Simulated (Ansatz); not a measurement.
Steps of a relaxation of Cl₂H₄SSi₂, SMILES `Cl[SiH2]S[SiH2]Cl` with RKS PBE0-D4/def2-TZVP.

```sh
$ ansatz run in.yaml --threads 2 --pin off --events-out ev --progress --plain --max-ram 22528MiB --backend cuda --devices 0, --max-vram 18GiB
```

```yaml
crystal:
  periodic: [false, false, false]
  atoms:
    - {symbol: Cl, position_ang: [-2.474120, 0.162530, 0.390290]}
    - {symbol: Si, position_ang: [-0.875240, -0.546440, 1.378110]}
    - {symbol: S, position_ang: [0.623150, -1.257900, 0.007320]}
    - {symbol: Si, position_ang: [0.963860, 0.358710, -1.373870]}
    - {symbol: Cl, position_ang: [1.454450, 2.050410, -0.408180]}
    - {symbol: H, position_ang: [-1.210930, -1.742430, 2.123900]}
    - {symbol: H, position_ang: [-0.302930, 0.524630, 2.175960]}
    - {symbol: H, position_ang: [2.076950, -0.131230, -2.161470]}
    - {symbol: H, position_ang: [-0.255200, 0.581710, -2.132060]}
basis:
  gaussian: {orbitals: def2-TZVP}
hamiltonian: {xc: pbe0, dispersion: d4}
relax: {f_tol: 0.005, max_steps: 150}
```

Positions (Å) and forces (eV/Å) along the path, 8 of 8 steps:

```xyz
9
step=1 energy=-51688.5800 eV
Cl   -2.474    0.163    0.390   -0.701    0.297   -0.297
Si   -0.875   -0.546    1.378    1.093   -0.226   -0.751
S     0.623   -1.258    0.007   -0.047    0.132   -0.018
Si    0.964    0.359   -1.374   -0.485   -1.014    0.753
Cl    1.454    2.050   -0.408    0.209    0.719    0.294
H    -1.211   -1.742    2.124   -0.223   -0.371    0.401
H    -0.303    0.525    2.176    0.044    0.341    0.372
H     2.077   -0.131   -2.161    0.421   -0.064   -0.402
H    -0.255    0.582   -2.132   -0.312    0.186   -0.353
9
step=2 energy=-51688.6700 eV
Cl   -2.489    0.180    0.382    0.079   -0.016   -0.106
Si   -0.820   -0.551    1.324   -0.022   -0.130    0.045
S     0.665   -1.340    0.006   -0.191    0.372   -0.008
Si    0.935    0.312   -1.324    0.112   -0.076   -0.035
Cl    1.445    2.067   -0.395   -0.032   -0.055    0.111
H    -1.224   -1.709    2.139   -0.035   -0.094    0.064
H    -0.317    0.539    2.177    0.123    0.078   -0.037
H     2.063   -0.102   -2.174    0.097   -0.029   -0.071
H    -0.258    0.604   -2.135   -0.131   -0.050    0.037
9
step=3 energy=-51688.6882 eV
Cl   -2.475    0.175    0.352    0.047   -0.018   -0.004
Si   -0.827   -0.554    1.335   -0.011    0.046   -0.001
S     0.651   -1.314    0.005    0.007   -0.026   -0.004
Si    0.942    0.315   -1.334   -0.027    0.033    0.004
Cl    1.440    2.054   -0.365   -0.018   -0.044    0.008
H    -1.235   -1.714    2.156    0.003    0.005   -0.001
H    -0.291    0.547    2.162   -0.005   -0.001   -0.013
H     2.074   -0.096   -2.191   -0.002    0.002    0.002
H    -0.279    0.587   -2.120    0.007    0.003    0.009
9
step=4 energy=-51688.6896 eV
Cl   -2.462    0.176    0.338    0.015   -0.006   -0.005
Si   -0.821   -0.551    1.331   -0.014    0.019    0.021
S     0.653   -1.319    0.004    0.017   -0.047   -0.004
Si    0.935    0.312   -1.330   -0.002    0.023   -0.019
Cl    1.430    2.044   -0.349   -0.009   -0.015    0.009
H    -1.232   -1.708    2.154   -0.002    0.017    0.004
H    -0.285    0.553    2.154   -0.004   -0.005   -0.010
H     2.068   -0.094   -2.189   -0.009    0.014   -0.001
H    -0.286    0.587   -2.114    0.009   -0.001    0.007
9
step=5 energy=-51688.6826 eV rejected
Cl   -2.455    0.142    0.302   -0.009    0.025    0.019
Si   -0.817   -0.546    1.328    0.205   -0.138   -0.253
S     0.653   -1.365   -0.011   -0.158    0.342    0.015
Si    0.934    0.310   -1.330   -0.061   -0.248    0.242
Cl    1.428    2.004   -0.286   -0.004    0.020   -0.023
H    -1.237   -1.665    2.194    0.013   -0.028    0.008
H    -0.268    0.581    2.104   -0.001    0.025    0.007
H     2.059   -0.056   -2.212    0.022   -0.021   -0.004
H    -0.298    0.595   -2.091   -0.006    0.024   -0.012
9
step=6 energy=-51688.6909 eV
Cl   -2.448    0.179    0.323    0.003   -0.002   -0.002
Si   -0.813   -0.549    1.325   -0.009    0.003    0.001
S     0.652   -1.338   -0.002    0.002   -0.012   -0.002
Si    0.929    0.306   -1.325    0.006    0.010   -0.002
Cl    1.408    2.029   -0.322   -0.003   -0.005    0.003
H    -1.234   -1.691    2.163    0.002    0.002    0.002
H    -0.269    0.560    2.133    0.004    0.003    0.001
H     2.066   -0.078   -2.188   -0.002    0.001    0.001
H    -0.291    0.582   -2.108   -0.003   -0.001   -0.003
9
step=7 energy=-51688.6910 eV
Cl   -2.450    0.176    0.323    0.000    0.000    0.000
Si   -0.812   -0.548    1.324    0.000    0.001    0.000
S     0.647   -1.343   -0.007    0.000   -0.001    0.000
Si    0.929    0.305   -1.325    0.000    0.000    0.000
Cl    1.403    2.025   -0.313   -0.001    0.000    0.001
H    -1.231   -1.686    2.168    0.000    0.000    0.001
H    -0.264    0.564    2.126    0.000   -0.001   -0.002
H     2.068   -0.075   -2.185    0.000    0.000    0.000
H    -0.290    0.583   -2.110    0.001    0.000    0.000
9
step=8 energy=-51688.6910 eV
Cl   -2.451    0.176    0.324   -0.001    0.000    0.000
Si   -0.812   -0.548    1.323    0.002    0.003    0.001
S     0.644   -1.345   -0.009   -0.001    0.000   -0.001
Si    0.928    0.304   -1.325    0.000    0.001    0.000
Cl    1.400    2.022   -0.309    0.000    0.002    0.001
H    -1.230   -1.685    2.170    0.000   -0.001   -0.001
H    -0.262    0.565    2.122    0.000   -0.001    0.000
H     2.070   -0.074   -2.184    0.000   -0.001    0.000
H    -0.289    0.584   -2.112    0.000   -0.002    0.000
```

Hardware: 2 threads of an AMD EPYC 7R13 on a shared host and a share of an NVIDIA H100 80 GB. Wall time 19 s, peak host memory 0.92 GiB.
